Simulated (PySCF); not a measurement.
Compound: TMS-CBrF2, C4H9BrF2Si.
Numbering: `[CH3:1][Si:2]([CH3:3])([CH3:4])[C:5]([F:6])([F:7])[Br:8]` (hydrogens: H9, H10, H11 on C1; H12, H13, H14 on C3; H15, H16, H17 on C4)

Cartesian coordinates in Å at the PBE0-D3(BJ)/def2-SVP level; atoms count from 1:
```
atom  x, y, z in Å
C1    -0.902    1.460   -0.829
Si2   -0.126   -0.030   -0.010
C3    -0.106   -1.549   -1.101
C4    -0.873   -0.380    1.672
C5     1.720    0.424    0.361
F6     2.362   -0.583    0.977
F7     1.819    1.501    1.160
Br8    2.710    0.826   -1.300
H9    -0.447    1.650   -1.812
H10   -1.983    1.305   -0.972
H11   -0.765    2.360   -0.209
H12    0.366   -1.331   -2.071
H13   -1.131   -1.905   -1.288
H14    0.458   -2.364   -0.622
H15   -0.358   -1.220    2.163
H16   -0.794    0.500    2.328
H17   -1.939   -0.642    1.578
```

Method: PBE0-D3(BJ)/def2-SVP geometry optimisation, gas phase in PySCF.

Take the most abundant isotopes and a rigid rotor. 

Problem. Give the principal moments of inertia and the rotational constants in GHz.

Solution. Ia = 315.04, Ib = 627.63, Ic = 688.51 u·Å²; 505379 MHz·u·Å²/I gives 1604, 805.2 and 734.0 MHz, that is A = 1.6042, B = 0.8052, C = 0.7340 GHz.

Problem. Classify the top.

Solution. An asymmetric top: κ = (2 × 805.2 − 1604 − 734.0)/(1604 − 734.0) = -0.84.

Problem. Is it planar, by Δ = Ic − Ia − Ib?

Solution. Not planar: Δ = Ic − Ia − Ib = -254.16 u·Å². For a rigid frame Δ = −2 Σ m c², so Σ m c² = 127.08 u·Å² lies off the ab plane: 24.14 from hydrogen and 102.94 from heavier atoms. The atom farthest from that plane is 2.45 Å away.

Problem. List the rotational levels J(Ka,Kc) to J = 4 (MHz).

Solution. Above 0(0,0):
J = 1: 1(0,1) 1539, 1(1,1) 2338, 1(1,0) 2409
J = 2: 2(0,2) 4613, 2(1,2) 5345, 2(1,1) 5559, 2(2,1) 7956, 2(2,0) 7960
J = 3: 3(0,3) 9213, 3(1,3) 9854, 3(1,2) 10281, 3(2,2) 12574, 3(2,1) 12596, 3(3,1) 16749, 3(3,0) 16749
J = 4: 4(0,4) 15325, 4(1,4) 15860, 4(1,3) 16570, 4(2,3) 18727, 4(2,2) 18794, 4(3,2) 22915, 4(3,1) 22916, 4(4,1) 28749, 4(4,0) 28749

Problem. Which lines would a microwave search look for?

Solution. The dipole components are |μa| = 2.45 D, |μb| = 1.36 D, |μc| = 0.00 D; the mirror of this Cs structure is the ab plane, so μc vanishes by symmetry and there are no c-type lines. The squared components, which scale the intensities, stand as 1.00 : 0.31 (a : b). Some lines, for components of 0.1 D or more:

| type | branch | J(Ka,Kc) | MHz | lower level (cm⁻¹) |
| --- | --- | --- | --- | --- |
| b | Q | 1(1,0) ← 1(0,1) | 870 | 0.051 |
| b | Q | 2(1,1) ← 2(0,2) | 946 | 0.154 |
| b | Q | 3(1,2) ← 3(0,3) | 1068 | 0.307 |
| b | R | 4(2,2) ← 3(3,1) | 2045 | 0.559 |
| b | Q | 4(2,2) ← 4(1,3) | 2224 | 0.553 |
| b | Q | 3(2,1) ← 3(1,2) | 2316 | 0.343 |
| b | R | 3(1,2) ← 2(2,1) | 2325 | 0.265 |
| a | R | 2(1,2) ← 1(1,1) | 3007 | 0.078 |
| b | Q | 5(3,2) ← 5(2,3) | 4064 | 0.886 |
| b | Q | 3(3,1) ← 3(2,2) | 4176 | 0.419 |
| a | R | 3(1,3) ← 2(1,2) | 4508 | 0.178 |
| a | R | 3(2,2) ← 2(2,1) | 4618 | 0.265 |
| a | R | 3(1,2) ← 2(1,1) | 4722 | 0.185 |
| b | R | 3(1,3) ← 2(0,2) | 5240 | 0.154 |
| b | Q | 5(4,1) ← 5(3,2) | 5825 | 1.022 |
| a | R | 4(1,3) ← 3(1,2) | 6290 | 0.343 |
| b | Q | 5(5,0) ← 5(4,1) | 7502 | 1.216 |
| b | R | 4(2,2) ← 3(1,3) | 8940 | 0.329 |
| b | R | 5(2,4) ← 4(1,3) | 9843 | 0.553 |
| b | R | 4(3,1) ← 3(2,2) | 10342 | 0.419 |
| b | R | 5(2,3) ← 4(1,4) | 10706 | 0.529 |
| b | R | 5(3,2) ← 4(2,3) | 11903 | 0.625 |
| b | R | 4(4,1) ← 3(3,0) | 11999 | 0.559 |
| b | R | 5(4,1) ← 4(3,2) | 13540 | 0.764 |

Problem. Estimate the classical rotational partition function at 10 K, 200 K and 500 K.

Solution. Point group Cs, symmetry number σ = 1; q = (√π/σ)·√((kT/h)³/(ABC)), k/h = 20836.6 MHz/K: 5470 at 10 K, 490000 at 200 K, 1940000 at 500 K.

No frequency check. Constants of a rigid frame at the computed geometry: no zero-point averaging, no centrifugal distortion. A rigid rotor knows nothing of internal rotation, which can split or shift real lines. Quadrupole hyperfine structure (79Br) is left out.

Time: 3.1 min; peak memory 0.80 GiB. Hardware: an Arm Neoverse V1 with one thread, on a shared host. These figures are those of the optimisation.
